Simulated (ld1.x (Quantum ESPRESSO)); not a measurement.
What one change does to a pseudopotential (Br (Z = 35), ultrasoft)

```
Element                 : bromine
Generator               : ld1.x (Quantum ESPRESSO) 7.5
Type                    : ultrasoft
Functional              : PBEsol
Relativity              : non-relativistic
Frozen core             : [Ar]
Valence charge          : 17
Reference configuration : 3d10 4s2 4p4.5 (charge +0.5)
Partial waves           : 4s (bound): rcut 1.45, rcutus 1.60 bohr; 4s channel at -1.45 Ry: rcut 1.45, rcutus 1.60 bohr; 4p (bound): rcut 0.95, rcutus 1.30 bohr; 4p channel at -0.45 Ry: rcut 0.95, rcutus 1.30 bohr; 3d (bound): rcut 0.85, rcutus 1.20 bohr; 3d channel at -4.95 Ry: rcut 0.85, rcutus 1.20 bohr
Local potential         : all-electron potential smoothed inside 0.90 bohr (lloc = -1)
Core correction         : none
Augmentation charge     : PSQ, inside the norm-conserving radii
```

Change: waves 4p (bound): rcut 0.95, rcutus 1.66 bohr; 4p channel at -0.45 Ry: rcut 0.95, rcutus 1.66 bohr.

Cutoffs: the cutoffs (Ry, on a coarse ladder) from which the occupation-weighted sum of valence levels, in a spherical-Bessel basis at the reference potential, stays within 10 and 1 mRy of its value at 400 Ry; they do not see the model core or the augmentation charge, which bear on the density cutoff. Errors are all-electron minus pseudo energies relative to the spin-unpolarised reference configuration.

**Question.** How do hardness, ghosts and transferability respond?

**Answer.** The potential gets neither clearly harder nor softer (100 Ry and 160 Ry → 100 Ry and 160 Ry); the bound ghosts move from p, s to s; of the 7 tests that both files solve, the error grows in 0 and shrinks in 1 by more than 15 % and 0.3 meV (median size 9.2 → 8.3 meV).

| quantity | base | changed |
| --- | --- | --- |
| cutoff, loose | 100 Ry | 100 Ry |
| cutoff, tight | 160 Ry | 160 Ry |
| loose cutoff by channel (10 mRy a level) | s 6 Ry, p 8 Ry, d 70 Ry | s 6 Ry, p 10 Ry, d 70 Ry |
| bound ghosts | s, p | s |
| error for 3d10 4s2 4p5, meV [ΔE -5.09 eV] | -0.2 | -0.2 |
| error for 3d10 4s2 4p4, meV [ΔE 7.49 eV] | -0.4 | -0.4 |
| error for 3d10 4s2 4p3, meV [ΔE 30.26 eV] | -6.7 | -6.0 |
| error for 3d9 4s2 4p6, meV [ΔE 60.93 eV] | -329 | -138 |
| error for 3d10 4s2 4p1, meV [ΔE 110.18 eV] | -74 | -66 |
| error for 3d10 4s1 4p5, meV [ΔE 19.69 eV] | -9.2 | -8.3 |
| error for 3d10 4s1 4p6, meV [ΔE 6.52 eV] | -13 | -12 |
| lowest overlap eigenvalue by channel | s 0.24, p 0.68, d 1.00 | s 0.24, p 0.50, d 1.00 |

 A true bound ghost makes a file unfit for plane-wave use even where its test errors are small: the radial tests pick states by their node count and pass the ghost by.
